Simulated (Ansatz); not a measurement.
Basis-set extrapolation for C$_{2}$H$_{8}$S$_{2}$Si (`CSC([SiH3])S`) (PBE0-D4/def2-TZVP geometry, frozen core, Ansatz). Multiplicity 1, RHF reference.

```csv
,def2-TZVPP,def2-QZVPP
HF,-1164.436951,-1164.472549
MP2 correlation,-0.838162,-0.901736
CCSD(T) correlation,-0.948676,not run
```

Energies in hartree. Use E(X) = E(∞) + A·exp(−7.88·√X) for Hartree–Fock and E(X) = E(∞) + B·X^(−2.97) for correlation, with X = 3 and 4, and add CCSD(T) minus MP2 of the smaller set to the MP2 limit.

What is the CCSD(T) energy at the basis-set limit?

HF limit: -1164.472549 + (-0.035598) × 0.13774 = -1164.47745. MP2 limit: -0.901736 + (-0.063574) × 0.74074 = -0.94883. Higher-order term: -0.948676 − (-0.838162) = -0.11051. Total: -1165.53679 hartree, 94.9 kcal/mol below CCSD(T)/def2-TZVPP.
